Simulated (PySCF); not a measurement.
## Working with the constants of ZnS⁺

UHF-CCSD(T) constants of ZnS⁺, ²Π (doublet), unpaired electrons π ↑ (Zn cc-pVDZ-PP with ECP10, S cc-pV(D+d)Z; scalar-relativistic core potentials (PySCF 2.14); masses 63.9291 and 31.9721 u):

| Property | Result |
| --- | --- |
| ωe | 398.7 cm⁻¹ |
| ωexe | 1.53 cm⁻¹ |
| Be | 0.1694 cm⁻¹ |
| αe | 0.000862 cm⁻¹ |
| De to Zn⁺ + S | 1.84 eV |

Question: What force constant and bond length do these constants imply?

Answer: Reduced mass μred = 21.313 u; k = 5.8918×10⁻⁷·μred·ωe² (u, cm⁻¹, mdyn/Å) = 2.00 mdyn/Å; Re = √(16.8576/(μred·Be)) (u, cm⁻¹, Å) = 2.161 Å.

Question: Estimate the centrifugal constant D from the Kratzer relation and find the Dunham coefficient a1.

Answer: D = 4Be³/ωe² = 1.22e-07 cm⁻¹; a1 = −1 − αeωe/(6Be²) = -3.00.

Correlated steps freeze 5 core orbitals. Correlated levels converge slowly with the basis: in double zeta they bind strong bonds too weakly, by up to about 1 eV, and carry superposition errors of some tenths. For an ion De counts to the pair picked by the measured ionisation energies or electron affinities, which need not be the lowest pair at this level. The state was picked by a PBE0 search and need not be the measured ground state.
